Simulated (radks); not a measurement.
Numerical settings for the samarium ion Sm+, [Xe] 4f6 6s1. All-electron calculation, scalar-relativistic Kohn-Sham, r2SCAN, spin-polarised, spherical densities, finite nucleus; open shells are filled with parallel spins first (spin-orbit coupling, left out, can overturn this in heavy ions); meta-GGA in the generalised Kohn-Sham scheme; Fermi nuclear charge, rms radius 5.0819 fm. Program: a radial shooting solver on a logarithmic mesh with Libxc functionals. The defaults (mesh step 0.008 in ln r, mesh end at 40 bohr or more with all orbitals vanishing there, Anderson mixing 0.5 over 9 steps, residual threshold near 1e-9 with the energy settled to 1e-9 hartree or 1e-11 of itself, here a cap of 63 iterations) give E = -10427.732 hartree and 6s at -8.916 eV in 13 iterations. Run on one thread of a shared host, so times are rough (Arm Neoverse V1): 0.26 s of CPU time, 0.26 s wall, 13 iterations on 2360 mesh points. Changes against that run (0 stands for a change within the tolerance of the run):

setting                    iterations  converged  E (mhartree)  e(6s) (meV)  CPU (s)
mesh step in ln r 0.2               2         no      diverged            -     0.01
mesh step in ln r 0.08              4         no      diverged            -     0.04
mesh step in ln r 0.003            17        yes             0     +0.00598     0.81
mesh end (bohr) 5                  12        yes          +134    +4.15e+03     0.23
mesh end (bohr) 8                  13        yes         +4.39         +191     0.26
residual threshold 1e-05           11        yes             0      -0.0185     0.23
residual threshold 1e-16           63         no             0     +0.00828     0.62
mixing 0.05                        19        yes             0     -0.00741     0.36
linear mixing, mixing 0.2          62        yes      +0.00112      +0.0221     0.97
linear mixing, mixing 0.5          22        yes             0      +0.0347     0.39
mixing history 2                   18        yes             0      +0.0112     0.34
iteration cap 2                     2         no          +787    -4.51e+03     0.06

Settings that end as converged yet miss the energy by more than 1 mhartree: mesh end (bohr) 5 (+0.134 hartree); mesh end (bohr) 8 (+0.00439 hartree). A mesh that ends early acts as a hard wall.
